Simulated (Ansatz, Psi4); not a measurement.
The Psi4 input:
```
memory 2 GB

molecule {
0 3
  C    -2.55570000    0.21460000    0.05930000
  C    -1.07930000    0.34140000   -0.29060000
  C    -0.31020000   -0.93140000    0.04990000
  C     1.08890000   -0.96070000   -0.48800000
  Sn    2.46520000    0.66390000    0.34860000
  Cl    2.88530000    2.37870000   -1.19710000
  Cl    1.72010000    1.73630000    2.30180000
  Cl    4.57080000   -0.20270000    0.90680000
  H    -3.03530000   -0.54530000   -0.55730000
  H    -3.06480000    1.16040000   -0.09950000
  H    -2.67630000   -0.06830000    1.10360000
  H    -0.64780000    1.17620000    0.26630000
  H    -0.97110000    0.56080000   -1.35220000
  H    -0.30980000   -1.08030000    1.13240000
  H    -0.83350000   -1.78830000   -0.39220000
  H     1.62230000   -1.87260000   -0.23250000
  H     1.13130000   -0.78260000   -1.55940000
}

set basis sto-3g
set reference uks
set scf_type pk
set puream true
set d_convergence 1e-8
set dft_radial_points 99
set dft_spherical_points 590

energy('pbe')
print_variables()
```

**Question.** Convert this to an input for Ansatz (an electronic-structure program).

**Answer.** Several could match; the one computed here: 
Ansatz 0.2 input:
```yaml
crystal:
  periodic: [false, false, false]
  atoms:
    - {symbol: C, position_ang: [-2.55570000, 0.21460000, 0.05930000]}
    - {symbol: C, position_ang: [-1.07930000, 0.34140000, -0.29060000]}
    - {symbol: C, position_ang: [-0.31020000, -0.93140000, 0.04990000]}
    - {symbol: C, position_ang: [1.08890000, -0.96070000, -0.48800000]}
    - {symbol: Sn, position_ang: [2.46520000, 0.66390000, 0.34860000]}
    - {symbol: Cl, position_ang: [2.88530000, 2.37870000, -1.19710000]}
    - {symbol: Cl, position_ang: [1.72010000, 1.73630000, 2.30180000]}
    - {symbol: Cl, position_ang: [4.57080000, -0.20270000, 0.90680000]}
    - {symbol: H, position_ang: [-3.03530000, -0.54530000, -0.55730000]}
    - {symbol: H, position_ang: [-3.06480000, 1.16040000, -0.09950000]}
    - {symbol: H, position_ang: [-2.67630000, -0.06830000, 1.10360000]}
    - {symbol: H, position_ang: [-0.64780000, 1.17620000, 0.26630000]}
    - {symbol: H, position_ang: [-0.97110000, 0.56080000, -1.35220000]}
    - {symbol: H, position_ang: [-0.30980000, -1.08030000, 1.13240000]}
    - {symbol: H, position_ang: [-0.83350000, -1.78830000, -0.39220000]}
    - {symbol: H, position_ang: [1.62230000, -1.87260000, -0.23250000]}
    - {symbol: H, position_ang: [1.13130000, -0.78260000, -1.55940000]}
basis:
  gaussian:
    orbitals: STO-3G
hamiltonian:
  xc: pbe
magnetization: {spin_polarized: true, initial_magnetization: 2}
accuracy: high
```

Both were run: Psi4 gave -7485.434873 Eh and Ansatz -7485.434932 Eh, 0.059 mEh apart.
